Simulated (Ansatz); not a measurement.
C3H9B, SMILES `BC(C)C`, charge 0, multiplicity 1.

Question: Give a relaxed structure at PBE0-D4/def2-TZVP (the Gaussian-basis code of Ansatz). (Best estimate.)

Answer: Ansatz gave: 
```xyz
13

B    -1.1485    0.5745   -1.0063
C    -0.2540    0.0024    0.1172
C     0.3300   -1.3879   -0.1059
C     0.7494    0.9571    0.7543
H    -1.3753    1.7510   -1.0641
H    -1.7171   -0.1601   -1.7651
H    -1.1042   -0.1094    0.8367
H     1.1603   -1.3439   -0.8167
H    -0.4133   -2.0775   -0.5110
H     0.7220   -1.8146    0.8221
H     1.1463    0.5581    1.6924
H     0.3038    1.9324    0.9598
H     1.6006    1.1180    0.0863
```
Point group Cs.
This is one stationary point; other conformers may exist.
